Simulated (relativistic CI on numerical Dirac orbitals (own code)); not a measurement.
# Be II: calculation against measurement

Computed by Dirac-Coulomb-Breit CI, orbitals from a KLI potential per configuration, QED by a radiative potential, valence Slater integrals scaled by 0.85, P86 correlation estimate, and configurations built on the next ion tied to the tabulated ionisation energy (semi-empirical) (own radial code, finite nucleus).

CI space (outside the closed core 1s2): 2s, 2p, 3s, 3p, 3d, 4s, 4p, 4d, 4f. Levels of other configurations are missing.

```
Configuration  Term (tabulated)    J  Measured (cm⁻¹)  Computed  Error  Purity (%)
           2s                2S  1/2              0.0         0      0         100
           2p               2P°  1/2          31928.7     31633   -296         100
           2p               2P°  3/2          31935.3     31638   -297         100
           3s                2S  1/2          88231.9     87881   -351         100
           3p               2P°  1/2          96495.3     96404    -91         100
           3p               2P°  3/2          96497.3     96405    -92         100
           3d                2D  3/2          98054.6     96605  -1449         100
           3d                2D  5/2          98055.1     96606  -1449         100
           4s                2S  1/2         115464.4    115482     18         100
           4p               2P°  1/2         118760.5    118945    185         100
           4p               2P°  3/2         118761.3    118945    184         100
           4d                2D  3/2         119421.2    119115   -306         100
           4d                2D  5/2         119421.4    119115   -306         100
           4f               2F°  5/2         119446.6    119450      3         100
           4f               2F°  7/2         119446.7    119450      3         100
```

Measured levels from NIST Handbook of Basic Atomic Spectroscopic Data (Sansonetti and Martin, J. Phys. Chem. Ref. Data 34, 1559 (2005)); pairs were made by configuration, J and term (by order where the table uses no LS term), so strongly mixed levels may be paired wrongly.

Mean error by configuration (cm⁻¹): 2p -297; 3s -351; 3p -92; 3d -1449; 4s 18; 4p 184; 4d -306; 4f 3. Over the excited levels the mean absolute error is 359 cm⁻¹ (14 of the 14 excited levels that our extract of the source holds in range could be paired), and the median relative error of those above 1,000 cm⁻¹ is 0.21 %.
